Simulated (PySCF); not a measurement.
Field gradients at the hydrogen positions

Species: C₃H₅FO₂Si.
Structure used (GFN2-xTB), in Å, numbered top down from 1:
```
atom  x, y, z in Å
O1     2.9402   -0.4440   -0.5145
Si2    1.6854    0.4293   -0.0022
O3     0.4213   -0.6431   -0.0921
C4    -0.8160   -0.4767    0.2786
C5    -2.0785   -0.8217    0.2634
C6    -1.7208    0.3712    1.0786
F7    -2.0302    1.6377    0.5859
H8     2.8964   -1.3934   -0.6008
H9     1.4685    1.5109   -0.9470
H10    1.8603    0.8366    1.3869
H11   -2.8716   -1.4288   -0.0944
H12   -1.7537    0.4213    2.1610
```

Level: PBE0/pcSseg-1 (PySCF, non-relativistic); Q(2H) = 0.00286 b; rigid geometry, the same for H and D, with no vibrational averaging.

Question: Rank these positions by the coupling χzz of a deuteron there, largest first.
A. H12 (methine hydrogen)
B. H8 (hydroxyl hydrogen)
C. H11 (vinylic hydrogen)
D. H9 (Si–H hydrogen)

Answer: B (342 kHz), C (250 kHz), A (211 kHz), D (109 kHz).

Question: What are Vzz, η and χzz (234.96 MHz × Q × Vzz) at all hydrogens?

Answer: 
```csv
atom,bonded to,bond length (Å),Vzz (au),η,χzz (kHz)
H8,O1,0.954,0.5085,0.06,342
H9,Si2,1.452,0.1626,0.03,109
H10,Si2,1.458,0.1584,0.02,106
H11,C5,1.061,0.3724,0.03,250
H12,C6,1.084,0.3145,0.10,211
```

Question: Average by the element that carries the hydrogen.

Answer: on O: 342 kHz over 1 position, mean bond length 0.954 Å; on Si: 108 kHz over 2 positions, mean bond length 1.455 Å; on C: 231 kHz over 2 positions, mean bond length 1.072 Å.

Geometry: GFN2-xTB, one conformer, isolated molecule. GFN2-xTB frequencies show an imaginary mode (84i cm⁻¹), so this geometry is no minimum at that level. GFN2-xTB bond lengths can be off by several hundredths of an ångström, more for odd bonds, and the gradients follow them. The small basis limits the accuracy of the gradients.
